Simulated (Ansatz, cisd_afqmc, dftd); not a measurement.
System: NCO, charge 0, doublet. NCO (SMILES [O]C#N, doublet).
B3LYP-D3(BJ)/def2-TZVP minimum from Ansatz (a program for electronic structure):
```
C
O 1 1.1754
N 1 1.2216 2 180.00
```
Charge 0, spin multiplicity 2.

Quantity: atomisation energy (electronic, to ground-state atoms), in kJ/mol. UHF or UKS for unpaired electrons; spin-orbit terms are left out. Cores are frozen in correlated methods. Rows without X2C or -DK are non-relativistic. The Monte Carlo rows (phaseless AFQMC, CISD trial, step 0.005/hartree) carry one-sigma bars that omit the constraint's bias. Outlying blocks are dropped, and bars are widened where a walk drifts. Over all cases where full CI ran beside it in this data, AFQMC minus full CI had a median of +0.1 mEh and passed +0.4 mEh in a tenth of the cases. CBS(X,Y): correlation extrapolated as X^-3, Hartree-Fock from the larger set (Q,5: extrapolated as (X+1)exp(-9√X)). A bracket is a step between two methods taken in the basis named. Functionals run without relativity, which enters their misses. Double hybrids freeze cores in their MP2 part. 'core' is core correlation in cc-pwCVTZ, 'X2C' scalar relativity in cc-pVTZ-DK, both at CCSD(T). The UHF reference of CNO (N#C[O], doublet) is spin-contaminated (<S^2> up to 0.10 over the pure value in the sets run).

| level | program | atomisation energy (kJ/mol) | difference against the last row |
|---|---|---|---|
| PBE-D4/def2-TZVPD | Ansatz + dftd4 | 1465.1 | 136.2 |
| PBE/def2-TZVPD | Ansatz | 1462.3 | 133.4 |
| r2SCAN/def2-TZVPD | Ansatz | 1358.9 | 30.0 |
| PBE0/def2-TZVPD | Ansatz | 1357.4 | 28.5 |
| B2PLYP/def2-TZVPD | Ansatz | 1335.6 | 6.7 |
| MP2/cc-pVDZ | Ansatz | 1223.4 | -105.5 |
| CCSD(T)/cc-pV5Z | Ansatz | 1307.5 | -21.4 |
| CCSDT(Q)/cc-pVDZ | Ansatz | 1182.4 | -146.5 |
| CCSDT(Q)/cc-pVTZ | Ansatz | 1268.1 | -60.8 |
| AFQMC/CISD/cc-pVDZ | cisd_afqmc | 1179.2 ± 1.1 | -149.7 |
| CCSD(T)/CBS(cc-pVQZ,cc-pV5Z) + [CCSDT(Q) - CCSD(T)]/cc-pVDZ + core + X2C | Ansatz | 1330.9 | 2.0 |
| CCSD(T)/CBS(cc-pVQZ,cc-pV5Z) + [CCSDT(Q) - CCSD(T)]/cc-pVTZ + core + X2C | Ansatz | 1328.9 | 0.0 |
